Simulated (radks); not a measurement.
Task: Species: a nucleus of charge 78.9 with 79 electrons. Configuration: [Xe] 4f14 5d10 6s1. Method: scalar-relativistic Kohn-Sham, r2SCAN, spin-polarised, spherical densities, finite nucleus; open shells are filled with parallel spins first (spin-orbit coupling, left out, can overturn this in heavy ions); meta-GGA in the generalised Kohn-Sham scheme; Fermi nuclear charge, rms radius 5.4371 fm; computed with a radial shooting solver on a logarithmic mesh with Libxc functionals. Some entries of the table are withheld. Estimate them.

orbital,occ.,eigenvalue (eV),<r^2> (bohr^2),<1/r> (bohr^-1)
1s up,1,-80605.49,0.0003947,95.52
1s down,1,-80605.47,0.0003947,95.52
2s down,1,-14243.41,0.006015,22.42
2s up,1,-14243.40,0.006015,22.42
2p down,3,-12315.96,0.005063,19.94
2p up,3,-12315.96,0.005063,19.94
3s up,1,-3370.304,0.03873,8.321
3s down,1,-3370.298,0.03873,8.321
3p up,3,-2808.502,0.03983,7.588
3p down,3,-2808.496,0.03983,7.588
3d down,5,-2205.706,0.03305,7.132
3d up,5,-2205.705,0.03305,7.132
4s up,1,-736.3088,0.1876,3.556
4s down,1,-736.2966,0.1876,3.556
4p up,3,-551.2926,0.2141,3.215
4p down,3,-551.2765,0.2140,3.215
4d up,5,-327.5837,0.2436,2.880
4d down,5,-327.5644,0.2436,2.880
5s down,1,-108.6941,0.9779,1.447
5s up,1,-108.6680,0.9782,1.448
4f up,7,-79.6916,0.3037,2.454
4f down,7,-79.6739,0.3038,2.454
5p down,3,-59.8858,(1),1.229
5p up,3,-59.8611,(2),1.228
5d up,5,-6.1346,3.304,0.8152
5d down,5,-5.7793,3.140,0.8301
6s up,1,-5.5788,9.392,0.4453
6s down,0,-4.2162,9.898,0.4407

Result: 
(1) 5p down <r^2> (bohr^2): 1.316
(2) 5p up <r^2> (bohr^2): 1.322
